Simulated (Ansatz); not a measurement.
Isolated molecules relaxed with PBE0-D4/def2-TZVP in Ansatz; ΔE leaves out vibrations. CCSD(T)/CBS is the MP2 limit (def2-TZVPP, def2-QZVPP) plus CCSD(T) − MP2 in def2-TZVPP, frozen cores. This one scheme is used for every species. DFT in def2-TZVPP. B3LYP here is the variant with VWN-RPA as its local correlation; programs differ in this. Each species was taken in one conformer, which may not be the lowest.

`CC[SiH2]O` + `C[SiH2]N` → `C[SiH2]N[SiH2]O` + `CC`  (ligand exchange at the Si–C bond)

```json
{"level": "PBE-D4", "ΔE (kJ/mol)": "-78.8", "difference from CCSD(T)/CBS": "7.1"}
{"level": "B3LYP-D4", "ΔE (kJ/mol)": "-87.0", "difference from CCSD(T)/CBS": "-1.1"}
{"level": "ωB97X-V", "ΔE (kJ/mol)": "-83.6", "difference from CCSD(T)/CBS": "2.3"}
{"level": "ωB97M-V", "ΔE (kJ/mol)": "-84.0", "difference from CCSD(T)/CBS": "1.9"}
{"level": "PBE", "ΔE (kJ/mol)": "-77.5", "difference from CCSD(T)/CBS": "8.4"}
{"level": "r2SCAN", "ΔE (kJ/mol)": "-84.3", "difference from CCSD(T)/CBS": "1.6"}
{"level": "PBE0", "ΔE (kJ/mol)": "-80.2", "difference from CCSD(T)/CBS": "5.7"}
{"level": "B3LYP", "ΔE (kJ/mol)": "-85.0", "difference from CCSD(T)/CBS": "0.9"}
{"level": "HF/def2-TZVPP", "ΔE (kJ/mol)": "-93.4", "difference from CCSD(T)/CBS": "-7.5"}
{"level": "MP2/def2-TZVPP", "ΔE (kJ/mol)": "-88.0", "difference from CCSD(T)/CBS": "-2.1"}
{"level": "SCS-MP2/def2-TZVPP", "ΔE (kJ/mol)": "-89.1", "difference from CCSD(T)/CBS": "-3.2"}
{"level": "CCSD/def2-TZVPP", "ΔE (kJ/mol)": "-87.2", "difference from CCSD(T)/CBS": "-1.3"}
{"level": "CCSD(T)/def2-TZVPP", "ΔE (kJ/mol)": "-86.7", "difference from CCSD(T)/CBS": "-0.8"}
{"level": "HF/def2-QZVPP", "ΔE (kJ/mol)": "-94.1", "difference from CCSD(T)/CBS": "-8.2"}
{"level": "MP2/def2-QZVPP", "ΔE (kJ/mol)": "-87.8", "difference from CCSD(T)/CBS": "-1.9"}
{"level": "SCS-MP2/def2-QZVPP", "ΔE (kJ/mol)": "-88.9", "difference from CCSD(T)/CBS": "-3.0"}
{"level": "CCSD(T)/CBS", "ΔE (kJ/mol)": "-85.9", "difference from CCSD(T)/CBS": "0"}
```

Largest T1 diagnostic among the species: 0.011.

In def2-TZVPP, CCSD(T) changes the Hartree–Fock value by +6.7 kJ/mol (the triples alone add +0.5 kJ/mol) and MP2 by +5.4 kJ/mol.
